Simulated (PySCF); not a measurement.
HfCl2I2, SMILES [Cl][Hf]([Cl])([I])[I], multiplicity 1.

Geometry: PBE-D3(BJ)/def2-SVP. The spin state was assumed, not searched. The structure was generated by enumeration; whether it is a known compound was not checked. The def2 effective core potentials stand for the cores of Hf, I; spin–orbit coupling is left out.

Two levels are set side by side: PBE/def2-TZVP (PySCF) and r2SCAN/def2-TZVP (PySCF). Same geometry, gas phase. Differences are taken from unrounded values.

| quantity | r2SCAN | PBE | PBE minus r2SCAN |
|---|---|---|---|
| orbital gap (eV) | 4.17 | 3.75 | -0.43 |
| highest occupied level (eV) | -7.33 | -7.01 | 0.33 |
| lowest empty level (eV) | -3.16 | -3.26 | -0.10 |
| dipole moment (D) | 0.51 | 0.52 | 0.01 |
| mean polarisability (bohr³) | 133.1 | 137.3 | 4.1 |

Rough cost on one machine, each run with all the roots and properties that it gave: r2SCAN against PBE about 2 times.
